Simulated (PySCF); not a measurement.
## P: excitation energy

P [Ne] 3s2 3p3 (4S) → P [Ne] 3s1 3p4 (4P), as a difference of total energies. All numbers are calculated (PySCF 2.14, the non-relativistic Hamiltonian (point nucleus), in aug-cc-pV(Q+d)Z with one added diffuse shell each of s, p, d, f, g type (8s7p6d4f3g, 114 functions)). Correlated levels: valence: [Ne] frozen. The calculations carry no spin-orbit coupling.

```
           method  excitation energy (eV)  error (eV)
              UHF                   7.893      +0.498
              LDA                   8.010      +0.615
              PBE                   7.909      +0.514
             PBE0                   8.002      +0.607
           r2SCAN                   7.592      +0.197
          wB97X-V                   8.228      +0.833
           revPBE                   7.797      +0.402
          wB97M-V                   8.327      +0.932
    MP2 (valence)                   8.025      +0.630
SCS-MP2 (valence)                   8.056      +0.661
```

Reference: 7.395 eV (measured; NIST levels, between the centres of gravity of the two terms).

Errors of the correlated levels include the incompleteness of this basis and the frozen core.
